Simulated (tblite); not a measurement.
Compound: C6H14N (doublet state).
Numbering: `[CH3:1][CH2:2][CH2:3][N:4][CH:5]([CH3:6])[CH3:7]` (hydrogens: H8, H9, H10 on C1; H11, H12 on C2; H13, H14 on C3; H15 on C5; H16, H17, H18 on C6; H19, H20, H21 on C7)

Computed geometry: GFN2-xTB, gas phase. This method treats the open shell by occupation alone, without spin polarisation.

Problem. List the bond lengths, angles and torsions at this level.

Solution. 
```
                   bond  length (Å)   order
                  C1–C2       1.523  single
                  C2–C3       1.526  single
                  C3–N4       1.402  single
                  N4–C5       1.412  single
                  C5–C6       1.544  single
                  C5–C7       1.533  single
   C1–H8, C1–H9, C1–H10       1.088  single
         C2–H11, C2–H12       1.091  single
         C3–H13, C3–H14       1.108  single
                 C5–H15       1.108  single
C6–H16 and 5 like bonds       1.087  single
```

Bonds in one row agree within 0.01 Å and their mean is given. Orders are formal, as drawn. A selection of angles:
```
     angle  degrees
  C2–C1–H8    110.6
  H8–C1–H9    108.3
  C1–C2–C3    111.7
 C1–C2–H11    110.2
 C3–C2–H11    108.5
 C3–C2–H12    108.6
H11–C2–H12    107.6
  C2–C3–N4    111.4
 C2–C3–H13    109.3
 N4–C3–H13    110.1
 N4–C3–H14    111.1
H13–C3–H14    104.6
  C3–N4–C5    117.2
  N4–C5–C6    108.4
  N4–C5–C7    108.8
 N4–C5–H15    112.8
  C6–C5–C7    109.3
 C6–C5–H15    107.9
 C7–C5–H15    109.6
 C5–C6–H16    109.5
H16–C6–H17    108.8
```

Torsions: C1–C2–C3–N4 -176° (antiperiplanar); C2–C3–N4–C5 -178° (antiperiplanar); C3–N4–C5–C6 -100° (anticlinal). The mirror-image conformer, all signs reversed, is as good.

N4 (nitrogen bonded to 2 C) is bent (angle 117.2°). Of the pairs four or more bonds apart, H14···H15 is among the closest relative to their van der Waals radii: 2.38 Å, 99 % of the sum of Bondi's values. The C–C distances run from 1.523 Å (C1–C2, drawn single) to 1.544 Å (C5–C6, drawn single), a spread of 0.021 Å.

Point group: C1 (no symmetry element, even within 0.4 Å). GFN2-xTB frequencies show an imaginary mode (29i cm⁻¹), so the point is no minimum at that level.
